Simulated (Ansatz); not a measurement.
A run for Ansatz (a program for electronic structure): R-CCSD(T)/cc-pV(T+d)Z on CH5S (SMILES C[SH2+]), atoms moved off the minimum. Charge +1. Files ending in .json are basis or fitting sets from the Basis Set Exchange.

Ansatz 0.2 input:
```yaml
crystal:
  periodic: [false, false, false]
  atoms:
    - {symbol: C, position_ang: [-1.23681254, -0.15970783, 0.40630836]}
    - {symbol: S, position_ang: [0.62135586, -0.01421563, -0.33508099]}
    - {symbol: H, position_ang: [-1.71152149, 0.61137969, -0.22076892]}
    - {symbol: H, position_ang: [-1.42349587, -1.21247222, 0.02907472]}
    - {symbol: H, position_ang: [-1.07497703, -0.11493838, 1.47440986]}
    - {symbol: H, position_ang: [0.88670028, 1.25964094, 0.33202350]}
    - {symbol: H, position_ang: [1.19963220, -0.63529352, 0.60421604]}
basis:
  gaussian:
    orbitals: cc-pV_T+d_Z.json
total_charge: 1
magnetization: {spin_polarized: false}
correlation: {method: ccsd_t, electrons: outside_noble_gas}
scf: {lower_state_search: off}
output: {forces: true}
```

Question: What total energy does the run end on?

Answer: -438.4555 hartree (reference determinant -438.0411, T1 diagnostic 0.012).

Question: How many basis functions does it have, and what does it roughly cost on one machine?

Answer: 139 functions; about 70 core-seconds (a rough figure).
